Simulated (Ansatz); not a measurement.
Consider the ligand exchange at a Ga–O bond: `[NH2][Ga]([NH2])[O][SiH3]` + dimethylamine → `C[N](C)[Ga]([NH2])[NH2]` + silanol.

Program: Ansatz. Geometries: PBE0-D4/def2-TZVP. ΔE: electronic, gas phase. CBS: MP2 limit from def2 TZ/QZ plus the TZ coupled-cluster correction, frozen cores. DFT in def2-TZVPP. For Ga outer-core shells are correlated without core-valence functions, which leaves a few kJ/mol of doubt a bond. Scalar relativity is left out up to krypton. Each species was taken in one conformer, which may not be the lowest.

`[NH2][Ga]([NH2])[O][SiH3]`:

```xyz
12

N    -1.474   -1.315   -0.163
Ga   -0.796    0.323    0.209
N    -1.711    1.761    0.809
O     0.956    0.575   -0.034
Si    2.247   -0.315   -0.455
H    -0.855   -2.102   -0.263
H    -2.379   -1.601    0.169
H    -2.712    1.820    0.738
H    -1.283    2.671    0.762
H     2.733    0.066   -1.810
H     3.353   -0.109    0.519
H     1.921   -1.774   -0.481
```

`CNC`:

```xyz
10

C    -0.128    0.494   -1.096
N    -0.275    0.560    0.340
C     0.051   -0.687    0.993
H    -0.329    1.472   -1.537
H    -0.859   -0.210   -1.505
H     0.871    0.162   -1.430
H     0.303    1.303    0.710
H    -0.671   -1.453    0.696
H    -0.020   -0.570    2.077
H     1.057   -1.071    0.751
```

`C[N](C)[Ga]([NH2])[NH2]`:

Z-matrix (Å, degrees):
```
C
N 1 1.436
H 1 1.101 2 111.8
H 1 1.101 2 111.9 3 -120.0
H 1 1.092 2 111.2 3 119.9
C 2 1.436 1 113.2 3 59.7
Ga 2 1.822 1 123.5 3 -119.4
H 6 1.101 2 111.7 1 -58.5
H 6 1.101 2 112.0 1 61.5
H 6 1.092 2 111.1 1 -178.1
N 7 1.826 2 119.3 1 178.3
N 7 1.825 2 119.8 1 5.5
H 11 1.007 7 119.8 2 167.5
H 11 1.007 7 120.3 2 25.0
H 12 1.006 7 120.7 2 -18.9
H 12 1.006 7 120.1 2 -163.0
```

`O[SiH3]`:

```xyz
6

O     0.455    1.055    0.568
Si   -0.147   -0.208   -0.302
H     0.688    0.897    1.483
H     0.824   -1.334   -0.382
H    -0.413    0.323   -1.658
H    -1.407   -0.733    0.291
```

```tsv
level	ΔE (kJ/mol)
PBE0-D4	48.7
BLYP	54.6
```

Problem. What does CCSD(T)/CBS give? (Estimate.)

Solution. Ansatz gave: +46.6 kJ/mol. The listed levels differ from it by 2.1, 8.0 kJ/mol.

Largest T1 diagnostic among the species: 0.013.

From BLYP to BHLYP (50 % exact exchange), in def2-TZVPP and without D4, ΔE moves by +6.0 kJ/mol. Leaving LDA and LC-ωPBE aside and taking each functional with its dispersion term where it has one, the values, not all of them listed here, spread over 14.0 kJ/mol, from revPBE-D4 to BHLYP-D4. LDA lies −9.5 kJ/mol from PBE without D4. In def2-TZVPP, CCSD(T) changes the Hartree–Fock value by −22.5 kJ/mol (the triples alone add −2.8 kJ/mol) and MP2 by −25.2 kJ/mol.

CCSD(T)/CBS has its own doubt, a few kJ/mol and more with outer-core shells, so smaller differences from it don't rank the levels.
